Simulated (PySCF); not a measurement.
Two-component Hartree-Fock for Zn⁺ (zinc, charge +1)

Start: [Ar] 3d10 4s1; 4s1/2 filled at m_j = +1/2. Calculated with PySCF 2.14 in x2c-SVPall-2c with one added diffuse shell each of s, d type (6s5p4d1f, 48 functions): generalised Hartree-Fock with the X2C-1e Hamiltonian and a Gaussian nucleus; one run each with spin-orbit coupling (SO) switched off, then screened by Boettger's factors.

```tsv
spinor shell	electrons	ε, spin-free (eV)	ε, screened SO (eV)	weight of nominal j (screened SO)	rms radius, screened SO (bohr)
1s1/2	2	-9736.4	-9736.3	1.000	0.0581
2s1/2	2	-1242.4	-1242.4	1.000	0.245
2p1/2	2	-1074.3	-1090.7	1.000	0.217
2p3/2	4	-1074.3	-1066.3	1.000	0.220
3s1/2	2	-167.26	-167.26	1.000	0.732
3p1/2	2	-115.09	-117.32	1.000	0.773
3d3/2	4	-30.310	-30.557	0.999	0.997
3d5/2	6	-30.310	-30.145	0.999	1.00
4s1/2	1	-16.942	-16.942	1.000	2.72
```

(1) Where does 3p3/2 lie, and what is the 3p spin-orbit splitting (screened SO)?

```json
{"quantity": "E (hartree)", "spin-free": "-1793.66350", "screened SO": "-1793.70318"}
{"quantity": "M_J", "spin-free": "1/2", "screened SO": "1/2"}
{"quantity": "⟨J²⟩", "spin-free": "0.751", "screened SO": "0.751"}
{"quantity": "⟨L²⟩", "spin-free": "0.000", "screened SO": "0.001"}
{"quantity": "⟨S²⟩", "spin-free": "0.751", "screened SO": "0.752"}
```

Without spin-orbit coupling the j labels of p, d and f shells carry no meaning; the spin-free column gives the mean over the occupied spinors of each nl shell.

## Answers

(1) At -114.00 eV, 3.324 eV above 3p1/2.
